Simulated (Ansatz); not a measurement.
A run for Ansatz (a first-principles code): R-r2SCAN/def2-TZVPPD on C2H4ClN (a complex). Files ending in .json are basis or fitting sets from the Basis Set Exchange.

Ansatz 0.2 input:
```yaml
crystal:
  periodic: [false, false, false]
  atoms:
    - {symbol: C, position_ang: [0.54166539, -0.45954345, 1.10028371]}
    - {symbol: Cl, position_ang: [-1.00396213, 0.40608183, 1.41868456]}
    - {symbol: H, position_ang: [0.30404854, -1.39275859, 0.59959812]}
    - {symbol: H, position_ang: [1.15361952, 0.17352821, 0.46564768]}
    - {symbol: H, position_ang: [1.02877986, -0.64237881, 2.05279912]}
    - {symbol: C, position_ang: [0.01579818, 0.11157820, 4.61020000]}
    - {symbol: N, position_ang: [1.02448437, -0.42843449, 4.68159111]}
    - {symbol: H, position_ang: [-0.92177482, 0.61162642, 4.52077148]}
basis:
  gaussian:
    orbitals: def2-TZVPPD.json
hamiltonian:
  xc: {name: r2SCAN}
scf: {lower_state_search: off}
```

Question: Give the final energy of this run.

Answer: -593.4901 hartree.

Question: How many basis functions does it have, and what does it roughly cost on one machine?

Answer: 230 functions; about 5 core-seconds (a rough figure).
